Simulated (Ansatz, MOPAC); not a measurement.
Molecule: InBr$_{2}$, charge 1, multiplicity 1. SMILES: [Br][In+][Br]
Structure (B3LYP-D3(BJ)/def2-TZVP (Ansatz, a program for electronic structure) minimum search):
```xyz
3

In     0.0000     0.0000     0.0000
Br     0.0000     0.0000    -2.3685
Br     0.0000     0.0000     2.3685
```
Charge +1, spin multiplicity 1.

Wanted: vertical electron affinity to the doublet, in eV. Terms: each state is the SCF solution reached for its charge and spin; def2 sets with scalar-relativistic core potentials past Kr; LANL2DZ with its own core potentials from Na on; dispersion terms only where a functional's name holds one; open shells spin-unrestricted; no spin-orbit coupling. Ab initio and DFT rows: single points at B3LYP-D3(BJ) geometries (Ansatz). Semi-empirical rows: differences of heats of formation at the shared geometry for vertical values. The spin state of an ion or metal species was assumed, not searched.

| species | coefficient | E at B3LYP/LANL2DZ (Ansatz), Eh | E at wB97X-V/def2-TZVPD (Ansatz), Eh | heat of formation at MNDO (MOPAC), kcal/mol |
|---|---|---|---|---|
| charge 0, doublet | -1 | -28.25758 | -5338.01700 | -13.25 |
| charge 1, singlet | +1 | -27.98405 | -5337.76091 | 196.05 |

 1 Eh = 27.2114 eV and 1 eV = 23.0605 kcal/mol.

**Question.** Compute it at each level from the table.

**Answer.** 
- B3LYP/LANL2DZ: the sum of coefficient times E is 0.27353 Eh, or 7.443 eV. Result: 7.44 eV.
- wB97X-V/def2-TZVPD: the sum of coefficient times E is 0.25609 Eh, or 6.969 eV. Result: 6.97 eV.
- MNDO: the sum of coefficient times heat of formation is 209.30 kcal/mol, or 9.08 eV.
